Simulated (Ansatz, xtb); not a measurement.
**GeH4InSi+: which of two structures lies lower**

Structure a is a singlet given by its coordinates and structure b is a singlet given by its coordinates. Both are isolated ions in the gas phase, relaxed with PBE-D3(BJ)/def2-SVP.

a (Å):

```yaml
atoms:
  - { symbol: Ge, position_ang: [-1.8185, 0.2282, 0.6151] }
  - { symbol: In, position_ang: [1.1669, -0.0318, -2.5561] }
  - { symbol: Si, position_ang: [-1.7298, 0.4888, -1.6350] }
  - { symbol: H, position_ang: [-1.9682, 1.9006, -2.0900] }
  - { symbol: H, position_ang: [-2.5054, -0.5495, -2.3948] }
  - { symbol: H, position_ang: [-1.8357, -1.1791, 1.2537] }
  - { symbol: H, position_ang: [-1.2864, 1.3246, 1.5655] }
```

Close contacts (Å): Ge1–Si3 2.27, In2–Si3 3.08, Ge1–H6 1.55, Ge1–H7 1.55, Si3–H4 1.50, Si3–H5 1.50.

b (Å):

```json
{"atom": "Ge", "x (Å)": "-0.8858", "y (Å)": "-0.5421", "z (Å)": "-0.1643"}
{"atom": "In", "x (Å)": "1.4561", "y (Å)": "-2.6913", "z (Å)": "-0.3244"}
{"atom": "Si", "x (Å)": "-2.0866", "y (Å)": "1.1862", "z (Å)": "-1.3903"}
{"atom": "H", "x (Å)": "-1.3997", "y (Å)": "2.4108", "z (Å)": "-0.8350"}
{"atom": "H", "x (Å)": "-3.5374", "y (Å)": "1.1604", "z (Å)": "-1.0085"}
{"atom": "H", "x (Å)": "-1.8569", "y (Å)": "1.0564", "z (Å)": "-2.8641"}
{"atom": "H", "x (Å)": "-1.5525", "y (Å)": "-0.3561", "z (Å)": "1.2626"}
```

Close contacts (Å): Ge1–In2 3.18, Ge1–Si3 2.44, Ge1–H7 1.59, Si3–H4 1.51, Si3–H5 1.50, Si3–H6 1.50.

**Question.** Estimate E(b) − E(a) at the level CCSD(T)/def2-TZVP.

**Answer.** Calculated at CCSD(T)/def2-TZVP: E(b) − E(a) = −3.0 kcal/mol, so structure b lies lower.

How the difference moves with the method:

```tsv
level	geometry	E(b) − E(a) (kcal/mol)	departure from the last row (kcal/mol)	job, with rough time for the two
PBE-D3(BJ)/def2-SVP	PBE-D3(BJ)/def2-SVP	−0.3	+2.6	optimisation, 54 s
HF/def2-TZVP	PBE-D3(BJ)/def2-SVP	−14.1	−11.1	part of the CCSD(T) run
MP2/def2-TZVP	PBE-D3(BJ)/def2-SVP	−3.1	−0.2	part of the CCSD(T) run
CCSD(T)/def2-TZVP	PBE-D3(BJ)/def2-SVP	−3.0		single point, 81 s
```

PBE-D3(BJ)/def2-SVP finds them nearly level. The largest departure from CCSD(T)/def2-TZVP is that of HF/def2-TZVP, 11.1 kcal/mol. Levels run at GFN2-xTB geometries aren't shown.

With harmonic frequencies from PBE-D3(BJ)/def2-SVP (ideal gas, rigid rotor, one conformer each, 298.15 K, 1 atm): on the last row, ΔE + ΔZPE = −3.1 kcal/mol. A mode under 50 cm⁻¹ makes harmonic enthalpies and free energies unreliable, so none is given.

The correlated steps freeze 18 core orbitals; the filled d shell of Ge and In is correlated, in a basis made for valence electrons. Atoms past krypton carry core potentials in the def2 sets and no spin–orbit term is included. Run with Ansatz 0.2.0; the last row on 2 threads of Intel(R) Xeon(R) Platinum 8488C (Sapphire Rapids) on a shared host.
